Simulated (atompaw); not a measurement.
What the settings do to the PAW (atompaw) potential of Sn

Base potential:

* Element: tin
* Generator: atompaw 4.2.0.5
* Type: PAW
* Functional: LDA (PW92)
* Relativity: scalar-relativistic
* Frozen core: [Kr] 4d10
* Valence charge: 4
* Reference configuration: 5s2 5p2
* Partial waves: 5s (bound): rc 2.65 bohr; 5s channel at 3.15 Ry: rc 2.65 bohr; 5p (bound): rc 2.65 bohr; 5p channel at 0.6 Ry: rc 2.65 bohr; 5d channel at 0.45 Ry: rc 2.65 bohr; 5d channel at 1.8 Ry: rc 2.65 bohr
* Local potential: vpsmatchnc scheme with l = 3 at 0 Ry, radius 2.40 bohr
* Core correction: smooth core density matched at 2.10 bohr
* Augmentation charge: sinc compensation charge, radius 2.45 bohr; PAW radius 2.65 bohr; waves and projectors: custom polynom2 7 10 vanderbiltortho

All-electron outer shells of the reference configuration (LDA (PW92), scalar-relativistic, ld1.x):

```json
{"shell": "4p", "level (eV)": "-89.56", "outermost node (bohr)": "0.41", "outermost maximum (bohr)": "0.79"}
{"shell": "4d", "level (eV)": "-25.90", "outermost node (bohr)": "0.39", "outermost maximum (bohr)": "0.88"}
{"shell": "5s", "level (eV)": "-10.81", "outermost node (bohr)": "0.98", "outermost maximum (bohr)": "2.01"}
{"shell": "5p", "level (eV)": "-3.87", "outermost node (bohr)": "1.09", "outermost maximum (bohr)": "2.55"}
```

Cutoffs, loose and tight: the cutoffs (Ry, on a coarse ladder) from which the occupation-weighted sum of valence levels, in a spherical-Bessel basis at the reference potential, stays within 10 and 1 mRy of its value at 400 Ry. They see the waves, projectors and local potential, not the compensation charge or the core. A dash means not determined.

A true bound ghost makes a file unfit for plane-wave use even where its test errors are small: the radial tests pick states by their node count and pass the ghost by.

| change | outcome | cutoff, loose | cutoff, tight | bound ghosts |
| --- | --- | --- | --- | --- |
| base | generated | 10 Ry | 25 Ry | s, p |
| all radii scaled by about 0.77 (s 2.04, p 2.04, d 2.04 bohr); local potential vpsmatchnc scheme with l = 3 at 0 Ry, radius 1.86 bohr; augmentation sinc compensation charge, radius 1.90 bohr; PAW radius 2.04 bohr; waves and projectors: custom polynom2 7 10 vanderbiltortho; core correction smooth core density matched at 1.62 bohr | failed: atompaw: The overlap operator has at least one negative eigenvalue! | – | – | – |
| all radii scaled by about 0.87 (s 2.30, p 2.30, d 2.30 bohr); local potential vpsmatchnc scheme with l = 3 at 0 Ry, radius 2.08 bohr; augmentation sinc compensation charge, radius 2.12 bohr; PAW radius 2.30 bohr; waves and projectors: custom polynom2 7 10 vanderbiltortho; core correction smooth core density matched at 1.82 bohr | failed: atompaw: The overlap operator has at least one negative eigenvalue! | – | – | – |
| all radii scaled by about 1.19 (s 3.16, p 3.16, d 3.16 bohr); local potential vpsmatchnc scheme with l = 3 at 0 Ry, radius 2.86 bohr; augmentation sinc compensation charge, radius 2.92 bohr; PAW radius 3.16 bohr; waves and projectors: custom polynom2 7 10 vanderbiltortho; core correction smooth core density matched at 2.50 bohr | generated | 8 Ry | 15 Ry | s |

Problem. What comes out with this change to the base: all radii scaled by about 1.26 (s 3.34, p 3.34, d 3.34 bohr); local potential vpsmatchnc scheme with l = 3 at 0 Ry, radius 3.02 bohr; augmentation sinc compensation charge, radius 3.08 bohr; PAW radius 3.34 bohr; waves and projectors: custom polynom2 7 10 vanderbiltortho; core correction smooth core density matched at 2.64 bohr?

Solution. outcome: generated; cutoff, loose: 6 Ry; cutoff, tight: 15 Ry; bound ghosts: s.

Problem. What comes out with this change to the base: all radii scaled by about 0.95 (s 2.52, p 2.52, d 2.52 bohr); local potential vpsmatchnc scheme with l = 3 at 0 Ry, radius 2.28 bohr; augmentation sinc compensation charge, radius 2.32 bohr; PAW radius 2.52 bohr; waves and projectors: custom polynom2 7 10 vanderbiltortho; core correction smooth core density matched at 1.98 bohr?

Solution. outcome: generated; cutoff, loose: 10 Ry; cutoff, tight: 21 Ry; bound ghosts: s, p.

Problem. What comes out with this change to the base: all radii scaled by about 1.12 (s 2.96, p 2.96, d 2.96 bohr); local potential vpsmatchnc scheme with l = 3 at 0 Ry, radius 2.68 bohr; augmentation sinc compensation charge, radius 2.74 bohr; PAW radius 2.96 bohr; waves and projectors: custom polynom2 7 10 vanderbiltortho; core correction smooth core density matched at 2.36 bohr?

Solution. outcome: generated; cutoff, loose: 8 Ry; cutoff, tight: 25 Ry; bound ghosts: s.

Reading the sweep of the scale of all radii (base = 1) (base included, trends over the rows without a ghost): Bound ghosts are found at 0.95, 1, 1.12, 1.19, 1.26. Every judged row has one, so this setting neither creates nor removes them. The generation fails at 0.77, 0.87.
